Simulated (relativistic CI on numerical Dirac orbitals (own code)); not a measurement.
# Electric-dipole lines of As

Calculated at this level of theory: Dirac-Coulomb-Breit CI, orbitals from a KLI potential per configuration, QED by a radiative potential, valence Slater integrals scaled by 0.85, P86 correlation estimate, and configurations built on the next ion tied to the tabulated ionisation energy (semi-empirical) (own radial code, finite nucleus).

Configuration list (outside the closed core [Ar] 3d10): 4s2.4p3, 4s2.4p2.5s, 4s2.4p2.4d, 4s2.4p2.5p, 4s2.4p2.5d, 4s2.4p2.6s, 4s2.4p2.4f, 4s2.4p2.5f, 4s.4p4, 4s2.4p2.6p, 4s2.4p.4d2, 4s2.4p2.6d, 4s2.4p2.5g, 4s2.4p2.6f. Levels of other configurations are missing.

```csv
λ vac (nm),Lower,Upper,A (s⁻¹),E lower (cm⁻¹),E upper (cm⁻¹)
149.66,4s2.4p3 2D°_3/2 [2],4s2.4p2.6d 2D_3/2 [183],2.02e+08,11959.8,78776.6
150.02,4s2.4p3 2D°_5/2 [3],4s2.4p2.6d 2D_5/2 [184],2.50e+08,12260.5,78918.1
151.48,4s2.4p3 2D°_5/2 [3],4s2.4p2.6d 2F_7/2 [172],6.47e+08,12260.5,78275.1
153.16,4s2.4p3 2D°_3/2 [2],4s2.4p2.4d 2F_5/2 [167],6.84e+08,11959.8,77251.2
157.04,4s2.4p3 2D°_5/2 [3],4s2.4p2.6d 4F_7/2 [133],1.93e+08,12260.5,75938.3
169.33,4s2.4p3 2P°_1/2 [4],4s2.4p2.6d 2D_3/2 [183],3.23e+08,19720.3,78776.6
170.31,4s2.4p3 2P°_3/2 [5],4s2.4p2.6d 2D_5/2 [184],3.81e+08,20203.0,78918.1
170.73,4s2.4p3 2P°_3/2 [5],4s2.4p2.6d 2D_3/2 [183],1.58e+08,20203.0,78776.6
179.87,4s2.4p3 2D°_5/2 [3],4s2.4p2.4d 2F_7/2 [42],2.08e+08,12260.5,67857.5
184.78,4s2.4p3 2D°_3/2 [2],4s2.4p2.4d 2F_5/2 [35],1.35e+08,11959.8,66077.2
186.60,4s2.4p3 2P°_3/2 [5],4s2.4p2.5s 2S_1/2 [92],2.99e+08,20203.0,73793.2
189.08,4s2.4p3 4S°_3/2 [1],4s2.4p2.5s 4P_5/2 [8],1.93e+08,0.0,52888.4
193.90,4s2.4p3 4S°_3/2 [1],4s2.4p2.5s 4P_3/2 [7],1.84e+08,0.0,51572.5
197.37,4s2.4p3 4S°_3/2 [1],4s2.4p2.5s 4P_1/2 [6],1.80e+08,0.0,50667.1
200.70,4s2.4p3 2D°_3/2 [2],4s2.4p2.5s 2D_3/2 [18],1.97e+08,11959.8,61785.2
202.07,4s2.4p3 2D°_5/2 [3],4s2.4p2.5s 2D_5/2 [17],2.12e+08,12260.5,61748.1
207.78,4s2.4p3 2P°_3/2 [5],4s2.4p2.4d 2D_5/2 [44],9.40e+07,20203.0,68331.8
234.39,4s2.4p3 2D°_5/2 [3],4s2.4p2.5s 2P_3/2 [10],2.72e+08,12260.5,54923.6
241.27,4s2.4p3 2D°_3/2 [2],4s2.4p2.5s 2P_1/2 [9],3.12e+08,11959.8,53406.7
288.01,4s2.4p3 2P°_3/2 [5],4s2.4p2.5s 2P_3/2 [10],7.95e+07,20203.0,54923.6
```

Terms are leading LS components. Brackets give the number of a level in order of energy, since labels repeat. The list gives strong lines, with weight on those to low levels, without configurations that were not tied to measured data, without lines whose two gauges differ by over a factor of 2.5, among the lowest 184 of 320 levels, so that lines to higher ones, which can be the strongest, are missing, and without lines across small gaps between configurations, and without 23 lines that miss the measured interval by over 3.5 %, start from a term whose rates miss tabulated ones by over 60 %, have gauges far apart or, lacking measured levels, span too small a gap for the errors found; lines with a level outside our table were not tested and can miss by more. Levels whose partners in the same complex of configurations lie outside the list can be far off, and so can their lines. Rates are taken at the computed energies, electric ones in the length gauge.

Configurations that consist of the next ion and one excited electron were tied to the tabulated ionisation energy; Rydberg ones are usually within 1,000 to 3,000 cm⁻¹ and the lowest ones within about 6,000 (9,000 in d shells), while levels on excited terms of the next ion carry the error of that term, and the other configurations can be misplaced by 10,000 cm⁻¹ or more. Rates follow the energies as ν³ (E1, M1) or ν⁵ (E2), so rates, branching and lifetimes can be off by large factors. The fine structure of a lone outer electron comes out too small, for d and f at times inverted, and misplaced configurations move strength between like terms. 11 of the 11 excited levels that our extract of the measured tables holds in this range could be paired (the sources list more); they are missed by 759 cm⁻¹ on average and 1555 at most, and levels without a partner can miss by more.

LS names give the leading component of a level, which can be under half, so a name can repeat, a term be missing and a line seem to break the LS rules.
